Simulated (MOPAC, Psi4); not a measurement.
Internal rotation in C6H8BN, SMILES Bc1ccccc1N, singlet. Scanned: dihedral C2–C7–N8–H15; all other coordinates were relaxed at GFN2-xTB. Heavy atoms are numbered in the order of the SMILES Bc1ccccc1N, hydrogens after them in the order of the atoms that carry them; the mirror image has the same energies with the sign of each dihedral reversed.

- PM7, restricted, heats of formation // GFN2-xTB (MOPAC)
- PBE0/def2-SVP // GFN2-xTB (Psi4)
- PBE-D3(BJ)/def2-SVP // GFN2-xTB (Psi4)

Energies in kcal/mol, each method relative to its own lowest point.

| φ / ° | PM7 | PBE0/def2-SVP | PBE-D3(BJ)/def2-SVP |
|---|---|---|---|
| -160 | 0.5 | 0.2 | 0.2 |
| -140 | 1.8 | 1.2 | 1.2 |
| -120 | 3.8 | 3.5 | 3.6 |
| -100 | 5.8 | 6.4 | 6.8 |
| -80 | 6.5 | 7.8 | 8.4 |
| -60 | 3.9 | 4.6 | 4.9 |
| -40 | 1.7 | 1.9 | 2.0 |
| -20 | 0.5 | 0.3 | 0.3 |
| 0 | 0.0 | 0.0 | 0.0 |
| 20 | 0.5 | 0.3 | 0.3 |
| 40 | 1.7 | 1.9 | 2.0 |
| 60 | 3.9 | 4.6 | 4.9 |
| 80 | 6.5 | 7.8 | 8.4 |
| 100 | 5.8 | 6.4 | 6.8 |
| 120 | 3.8 | 3.5 | 3.6 |
| 140 | 1.8 | 1.2 | 1.2 |
| 160 | 0.5 | 0.2 | 0.2 |
| 180 | 0.0 | 0.0 | 0.0 |
